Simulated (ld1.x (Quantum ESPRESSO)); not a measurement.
**Transferability test, RRKJ potential for B**

- Element: boron (B)
- Generator: ld1.x (Quantum ESPRESSO) 7.5
- Type: norm-conserving RRKJ (Kleinman–Bylander form)
- Functional: PBE
- Relativity: scalar-relativistic
- Frozen core: [He]
- Valence charge: 3
- Reference configuration: 2s1.5 2p1.5
- Partial waves: 2s (bound): rc 1.45 bohr; 2p (bound): rc 2.80 bohr; 3d channel at 0.45 Ry: rc 2.35 bohr
- Local potential: the d channel
- Core correction: a·sin(br)/r model core inside 1.15 bohr

Energies are relative to the spin-unpolarised reference configuration 2s1.5 2p1.5; without spin polarisation the order of configurations can differ from experiment.

```tsv
valence configuration	charge	ΔE all-electron (eV)	error AE − PS (meV)
2s2 2p1	0	-2.922	-4.3
2s2 2p0	+1	5.297	+112
2s0 2p3	0	8.799	-38
2s2 2p0.5	+0.5	-0.035	+20
2s1 2p1	+1	11.439	+0.4
```

**Question.** What are ΔE and the potential's error for 2s1 2p0?

**Answer.** ΔE = 30.720 eV all-electron; the error (AE − PS) is +383 meV.

**Question.** What are ΔE and the potential's error for 2s1 2p2?

**Answer.** ΔE = 2.929 eV all-electron; the error (AE − PS) is -4.2 meV.
